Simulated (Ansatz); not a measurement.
Species: sum formula RhB2O (charge -1, singlet). 
Coordinates optimised at B3LYP-D3(BJ)/def2-TZVP (Ansatz, an electronic-structure program):
SMILES: [B][Rh-][B][O]
```xyz
4

Rh     0.3551    -0.2225     0.3741
B     -0.8270     0.1733     1.5844
B     -0.5367     0.4399    -1.3029
O     -1.1451     0.8685    -2.2805
```
Charge -1, spin multiplicity 1.

Basis-set convergence of Hartree-Fock and CCSD(T) correlation energies (hartree) with Ansatz. Correlated levels leave the core frozen unless marked. No spin-orbit coupling. The frozen core is the preceding noble-gas configuration, with the filled d and f shells of earlier blocks. In def2 rows, elements after Kr have scalar-relativistic effective core potentials. This anion needs diffuse functions, which these sets lack.

The Hartree-Fock reference is unstable (checked in the largest basis), which strains HF and MP2. The T1 diagnostic of CCSD in the largest basis is 0.035, which is high, so the coupled-cluster rows are less sure than usual.

```
basis       functions       E(HF)  E(corr, CCSD(T))  rough core time
----------  ---------  ----------  ----------------  ---------------
def2-SVP           73  -233.80089          -0.68022       under 20 s
def2-TZVPP        149         ___               ___             40 s
```

Question: What belongs in the gaps?

Answer: 
- def2-TZVPP, E(HF): -233.98390
- def2-TZVPP, E(corr, CCSD(T)): -0.86468
